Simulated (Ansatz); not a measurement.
This Ansatz (a quantum-chemistry and plane-wave program) input (PBE/pcseg-4) gives -100.40165 Eh with 162 basis functions. A basis named .json is the Basis Set Exchange file of that set (core-valence sets with the plain set on hydrogen).

Ansatz 0.2 input:
```yaml
crystal:
  periodic: [false, false, false]
  atoms:
    - {symbol: F, position_ang: [-2.91376222, -1.34110857, -0.62214102]}
    - {symbol: H, position_ang: [-2.05878823, -0.93960787, -0.43875927]}
basis:
  gaussian:
    orbitals: pcseg-4.json
hamiltonian:
  xc: {name: PBE}
magnetization: {spin_polarized: false}
```

Change:
```diff
- orbitals: pcseg-4.json
+ orbitals: def2-SVPD
```

Task: What does the run give now?

Result: -100.27882 Eh (PBE/def2-SVPD, 31 functions), a change of +122.83 mEh.
